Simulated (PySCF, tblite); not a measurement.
Isomers of C9H9 (doublet state). Level: GFN2-xTB in tblite, geometry and Hessian alike; calculated harmonic values, unscaled, isolated species. This tight-binding method is rough: wavenumbers can miss measured ones by several per cent, in bad cases by 10 to 20. One conformer each. Open shells enter through the occupations alone, without spin polarisation, and single modes of such species can be off by tens of per cent.

Electronic energies: B3LYP/pcH-1 single points on the GFN2-xTB geometries (PySCF, gas phase).

```json
{"SMILES": "[H]/[C]=C1/[C@@H](C(=C)C)[C@H]1C#C", "electronic energy, lowest = 0 (kJ/mol)": "117.3"}
{"SMILES": "C=CC#C/C=[C]\\C1CC1", "electronic energy, lowest = 0 (kJ/mol)": "25.4"}
{"SMILES": "C#C[C@@H]1[C](C(=C)C)C1=C", "electronic energy, lowest = 0 (kJ/mol)": "0.0"}
{"SMILES": "[H]/[C]=C\\C#C[C@@H](C#C)CC", "electronic energy, lowest = 0 (kJ/mol)": "112.0"}
```

Problem. How do GFN2-xTB zero-point energies change the relative energies?

Solution. 
| SMILES | ZPE (kJ/mol) | of it from modes above 1550 cm⁻¹ | electronic (kJ/mol) | with ZPE, lowest = 0 (kJ/mol) | lowest mode (cm⁻¹) | rings |
| --- | --- | --- | --- | --- | --- | --- |
| C#C[C@@H]1[C](C(=C)C)C1=C | 363.9 | 191.2 | 0.0 | 0.0 | 57 | 1 |
| C=CC#C/C=[C]\C1CC1 | 369.2 | 199.3 | 25.4 | 30.7 | 35 | 1 |
| [H]/[C]=C\C#C[C@@H](C#C)CC | 364.1 | 202.2 | 112.0 | 112.2 | 1i | 0 |
| [H]/[C]=C1/[C@@H](C(=C)C)[C@H]1C#C | 363.2 | 202.6 | 117.3 | 116.6 | 38 | 1 |

The zero-point energies span 6.0 kJ/mol, from `[H]/[C]=C1/[C@@H](C(=C)C)[C@H]1C#C` to `C=CC#C/C=[C]\C1CC1`. Slightly imaginary modes are left out of the zero-point energy: `[H]/[C]=C\C#C[C@@H](C#C)CC` 1.4i cm⁻¹. The order is unchanged.

Problem. And how do the electronic energies of GFN2-xTB itself compare?

Solution. `C#C[C@@H]1[C](C(=C)C)C1=C` 0.0; `C=CC#C/C=[C]\C1CC1` 45.3; `[H]/[C]=C\C#C[C@@H](C#C)CC` 136.0; `[H]/[C]=C1/[C@@H](C(=C)C)[C@H]1C#C` 76.2 kJ/mol, lowest = 0. Against the energies above, taken from the same isomer `C#C[C@@H]1[C](C(=C)C)C1=C`, the largest difference is 41.1 kJ/mol.

Problem. What do entropy and thermal enthalpy add at 298.15 K and 1 bar (rigid rotor, harmonic oscillator, one conformer each)?

Solution. 
```json
{"SMILES": "C#C[C@@H]1[C](C(=C)C)C1=C", "point group": "C1", "symmetry number": "1", "S (J/(mol K))": "427.5", "H − H(0) (kJ/mol)": "30.33", "ZPE + H − H(0) − TS (kJ/mol)": "266.7"}
{"SMILES": "C=CC#C/C=[C]\\C1CC1", "point group": "C1", "symmetry number": "1", "S (J/(mol K))": "433.7", "H − H(0) (kJ/mol)": "29.32", "ZPE + H − H(0) − TS (kJ/mol)": "269.2"}
{"SMILES": "[H]/[C]=C1/[C@@H](C(=C)C)[C@H]1C#C", "point group": "C1", "symmetry number": "1", "S (J/(mol K))": "419.3", "H − H(0) (kJ/mol)": "29.89", "ZPE + H − H(0) − TS (kJ/mol)": "268.0"}
```

S holds R ln(2S + 1) for the spin.

Not tabulated: `[H]/[C]=C\C#C[C@@H](C#C)CC` (lowest mode only 1i cm⁻¹).
